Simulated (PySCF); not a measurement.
**How methods differ on the excitation energy of Ni²⁺**

Ni²⁺ [Ar] 3d8 (3F) → Ni²⁺ [Ar] 3d7 4p1 (high-spin determinant), as a difference of total energies. Calculation: PySCF 2.14, in aug-cc-pwCVTZ (10s9p7d4f3g, 127 functions); the non-relativistic Hamiltonian (point nucleus). Correlated levels: valence: [Ar] frozen; valence and next inner shell: [Ne] frozen; nothing frozen. The calculations carry no spin-orbit coupling.

```csv
method,excitation energy (eV)
UHF,12.257
LDA,14.278
PBE,13.940
PBE0,13.764
r2SCAN,13.824
TPSSh,13.748
r2SCAN0,13.691
MP2 (valence),14.146
SCS-MP2 (valence),14.271
MP2 (valence and next inner shell),14.548
SCS-MP2 (valence and next inner shell),14.491
MP2 (all electrons),14.573
SCS-MP2 (all electrons),14.501
```

How much does correlation contribute at MP2 (all electrons)?

14.573 − (12.257) = 2.316 eV, measured against UHF.

A first-order spin-orbit estimate (lowest level to lowest level, LS coupling) adds 0.031 eV.

The determinant of the upper state mixes LS terms, which raises its energy above the lowest term, most at the Hartree-Fock and MP2 levels.
